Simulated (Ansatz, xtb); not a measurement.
**ClFHOSi2: where a starting geometry ends**

The starting geometry of this gas-phase doublet has its atoms placed at random.

| atom | x (Å) | y (Å) | z (Å) |
| --- | --- | --- | --- |
| Cl | -1.1417 | -1.2027 | -0.5412 |
| F | 1.2807 | 0.5553 | -0.4604 |
| O | -0.8013 | 1.2852 | -1.3125 |
| Si | 0.2481 | -0.1258 | 0.3050 |
| Si | -1.4298 | -0.3499 | 1.2403 |
| H | 1.5430 | -0.1665 | 0.4127 |

Task: Guess where an optimisation with r2SCAN-D4/def2-SVP ends from this start.

Result: It ends as a structure given below by its coordinates. Distances that change by over a tenth: F2–Si4 (1.45 → 1.61 Å), Si4–H6 (1.30 → 1.47 Å). Contacts that open: Cl1–Si5 (2.00 → 4.02 Å), Si4–Si5 (1.93 → 3.23 Å). Contacts that close: O3–Si4 (2.39 → 1.64 Å), O3–Si5 (3.10 → 1.68 Å).

The energy falls by 14.70 eV over 22 steps:

```csv
step,E − E(last) (eV)
1,14.696
3,7.011
6,2.564
8,1.660
10,1.146
13,0.215
15,0.031
17,0.015
20,0.000
22,0.000
```

Final geometry (Å):

```xyz
6

Cl   -0.1934   -1.8357   -1.0846
F     1.1449    0.8018   -1.2732
O    -0.7810    0.6858    0.5159
Si    0.4743   -0.1380   -0.1504
Si   -2.4240    0.9458    0.7621
H     1.4781   -0.4641    0.8742
```

From the same start GFN2-xTB reaches the same bonding as this run.

From so rough a start the end depends on the optimiser's path, so another program may land elsewhere. No frequencies were run, so the end isn't proven a minimum. Open shells are spin-unrestricted. Run with Ansatz 0.2.0, 2 min on 2 threads of Intel(R) Xeon(R) 6975P-C (Granite Rapids), on a shared host.
